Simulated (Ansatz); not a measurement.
`C[O+](C)[AlH3-]` → `[CH2]` (triplet) + `C[OH+][AlH3-]` at 600 K and 1 bar (formal loss of a carbene).

Computed with Ansatz on PBE0-D4/def2-TZVP structures; ΔE is electronic, products minus reactants. CCSD(T)/CBS is the MP2 limit (def2-TZVPP, def2-QZVPP) plus CCSD(T) − MP2 in def2-TZVPP, frozen cores. This one scheme is used for every species. Triplets are unrestricted, without spin–orbit coupling.

| species | CCSD(T)/CBS energy (Eh) | H − E (kJ/mol) | S (J/(mol·K)) |
| --- | --- | --- | --- |
| `C[O+](C)[AlH3-]` | -398.68479 | 335.5 | 442.6 |
| `[CH2]` (triplet) | -39.09499 | 66.5 | 220.8 |
| `C[OH+][AlH3-]` | -359.43644 | 249.6 | 397.9 |

H − E and S are ideal-gas, rigid-rotor, harmonic terms from PBE0-D4/def2-TZVP, for one conformer and one mirror image of each species, with the whole ground term of open shells counted as degenerate. 1 Eh = 2625.50 kJ/mol, R = 8.31446 J/(mol·K).

By hand: ΔE, ΔH, ΔS and ΔG.

ΔE = (-39.09499) + (-359.43644) − (-398.68479) = 0.15336 Eh = 402.6 kJ/mol. Δ(H − E) = 66.5 + 249.6 − 335.5 = -19.4, so ΔH = 383.2 kJ/mol. ΔS = 220.8 + 397.9 − 442.6 = 176.1 J/(mol·K). ΔG = 383.2 − 600 × (176.1)/1000 = 277.5 kJ/mol.

By hand: the equilibrium constant, and the temperature at which ΔG would vanish if ΔH and ΔS stayed fixed.

log₁₀ K = −ΔG/(RT ln 10) = -24.2. ΔG = 0 at ΔH/ΔS = 2176 K.

The number of gas molecules changes by +1, which sets the sign of ΔS. A doubt of 5 kJ/mol in ΔE shifts log₁₀ K by 0.4 here. Other conformers and mirror images would add mixing entropy, several J/(mol·K) or more a flexible species. A triplet takes part, so the spin changes. These are equilibria of isolated gas molecules and say nothing of rates. Largest T1 diagnostic: 0.011 (customary marks: 0.02 for closed shells, 0.045 for open ones).
